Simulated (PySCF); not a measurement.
# Spinor energies of Ga⁺ (gallium, charge +1)

Start: [Ar] 3d10 4s1 5s1; 4s1/2 filled at m_j = +1/2; 5s1/2 filled at m_j = +1/2. Calculated with PySCF 2.14 in x2c-SVPall-2c with one added diffuse shell each of s, p, d type (6s7p4d, 47 functions): generalised Hartree-Fock with the X2C-1e Hamiltonian and a Gaussian nucleus; one run each with spin-orbit coupling (SO) switched off, then screened by Boettger's factors. This is a chosen level, not necessarily the ground level.

```csv
spinor shell,electrons,"ε, spin-free (eV)","ε, screened SO (eV)",weight of nominal j (screened SO),"rms radius, screened SO (bohr)"
1s1/2,2,-10452.2,-10452.1,1.000,0.0561
2s1/2,2,-1354.9,-1354.9,1.000,0.236
2p1/2,2,-1177.2,-1196.2,1.000,0.209
2p3/2,4,-1177.2,-1168.0,1.000,0.212
3s1/2,2,-193.51,-193.51,1.000,0.699
3p1/2,2,-137.70,-140.36,1.000,0.731
3p3/2,4,-137.70,-136.40,1.000,0.741
3d3/2,4,-46.314,-46.633,0.987,0.887
3d5/2,6,-46.314,-46.103,0.991,0.891
4s1/2,1,-24.591,-24.591,1.000,2.30
5s1/2,1,-7.437,-7.437,1.000,6.11
```

| quantity | spin-free | screened SO |
| --- | --- | --- |
| E (hartree) | -1941.21714 | -1941.26719 |
| M_J | 1 | 1 |
| ⟨J²⟩ | 2.001 | 2.001 |
| ⟨L²⟩ | 0.000 | 0.002 |
| ⟨S²⟩ | 2.001 | 2.002 |

Each row is a mean over spinors that exchange with the open shell spreads, by up to 0.551 eV (3s1/2).

Without spin-orbit coupling the j labels of p, d and f shells carry no meaning; the spin-free column gives the mean over the occupied spinors of each nl shell.
